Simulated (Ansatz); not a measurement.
Reaction (ligand exchange at a Ga–F bond): `[F][Ga]([Cl])[Br]` + NH₃ → `[NH2][Ga]([Cl])[Br]` + H–F

Calculated with Ansatz (gas phase, PBE0-D4/def2-TZVP geometries, no zero-point term in ΔE). CCSD(T)/CBS is the MP2 limit (def2-TZVPP, def2-QZVPP) plus CCSD(T) − MP2 in def2-TZVPP, frozen cores. This one scheme is used for every species. DFT in def2-TZVPP. For Br, Ga outer-core shells are correlated without core-valence functions, which leaves a few kJ/mol of doubt a bond. Scalar relativity is left out up to krypton. Each species was taken in one conformer, which may not be the lowest.

`[F][Ga]([Cl])[Br]`:

```xyz
4

F     0.866    0.563    1.491
Ga    0.028    0.006    0.078
Cl   -1.161   -1.723    0.269
Br    0.267    1.154   -1.838
```

NH₃:

Cartesian coordinates in Å:
```
N -0.164 -0.103 -0.205
H 0.472 0.605 -0.552
H -0.708 0.324 0.535
H 0.401 -0.827 0.222
```

`[NH2][Ga]([Cl])[Br]`:

Z-matrix (Å, degrees):
```
N
Ga 1 1.792
H 1 1.005 2 123.0
H 1 1.005 2 123.0 3 173.1
Cl 2 2.127 1 119.9 3 -177.0
Br 2 2.268 1 120.9 3 3.9
```

H–F:

```xyz
2

F    -0.295    0.185    0.301
H     0.295   -0.185   -0.301
```

```json
{"level": "B2PLYP", "ΔE (eV)": "0.38"}
{"level": "PBE", "ΔE (eV)": "0.39"}
```

Task: What does CCSD(T)/CBS give? (Best estimate.)

Result: Ansatz gave: +0.23 eV. The listed levels differ from it by 0.15, 0.16 eV.

Largest T1 diagnostic among the species: 0.011.

From PBE to PBE0 (25 % exact exchange), in def2-TZVPP and without D4, ΔE moves by −0.05 eV. In def2-TZVPP, CCSD(T) changes the Hartree–Fock value by −0.14 eV (the triples alone add −0.01 eV) and MP2 by −0.18 eV.
